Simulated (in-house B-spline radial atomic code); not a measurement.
**RPA and G0W0 on PBE0: Ba8+**

Configuration [Kr] 4d10 5s2, mean-field start PBE0. Computed with a B-spline radial code for spherical atoms: all electrons, scalar-relativistic (spin-free one-electron X2C), finite nucleus, each spin shell either full or empty, empty states to l = 9 with an (l + 1/2)⁻⁴ tail; G0W0 by contour deformation at full frequency.

Command:
```bash
python run_gw.py task.json out
```
Settings (radii: box in bohr, nucleus in fm):
```
Z                        56
electrons                48
configuration            [Kr] 4d10 5s2
hamiltonian              x2c
method                   pbe0
lmax                     9
rms_radius               4.8378
spin_polarised           False
box_radius               7.7
intervals                66
ion_configuration        [Kr] 4d10 5s1
```

Cost of the run: 13 s on 1 thread of Arm Neoverse N1, with other jobs on the host.

Energies (hartree):

```csv
term,value
mean-field total,-8119.11838
Hartree-Fock functional on these orbitals,-8116.59612
direct second order,-4.3844
second-order exchange,1.1976
SOSEX correction,1.1244
```

Problem. What is the RPA correlation energy, and what remains with SOSEX?

Solution. RPA gives -3.9061 hartree (-2.21 eV per electron); RPA + SOSEX gives -2.7817, and the second-order doubles -3.1868 hartree (no singles). SOSEX takes back 29 % of the RPA value.

Quasi-particle levels (eV):

| level | occupied | mean field | Σx - vxc | Σc | QP weight | G0W0 |
| --- | --- | --- | --- | --- | --- | --- |
| 5s | yes | -125.78 | -2.84 | ? | ? | ? |
| 4d | yes | -196.17 | -10.12 | 0.56 | 0.947 | -205.73 |
| 5p | no | -103.97 | 6.16 | -1.95 | 0.971 | -99.76 |

G0W0 = mean field + (Σx - vxc) + Σc, with Σc (partial-wave tail included) taken at the quasi-particle energy. Only the outer levels were computed. Levels of low weight are left out.

Problem. Where does G0W0 put 5s?

Solution. At -131.54 eV, with Σc = -2.92 eV and a quasi-particle weight of 0.972. The tabulated removal energy is 130.5 ± 0.6 eV (NIST, semi-empirical); the calculation leaves out spin-orbit coupling, Breit and QED terms, and what these don't explain is the method's own error.

Problem. What does it cost to remove one electron (to [Kr] 4d10 5s1) by differences of total energies, each species on its own start (correlation terms add to the Hartree-Fock functional)?

Solution. PBE0 131.07 eV, Hartree-Fock functional 128.43 eV, + RPA 131.41 eV, + RPA + SOSEX 130.78 eV, + second order 132.17 eV. Tabulated: 130.5 ± 0.6 eV (NIST, semi-empirical); the calculation leaves out spin-orbit coupling, Breit and QED terms, and what these don't explain is the method's own error.
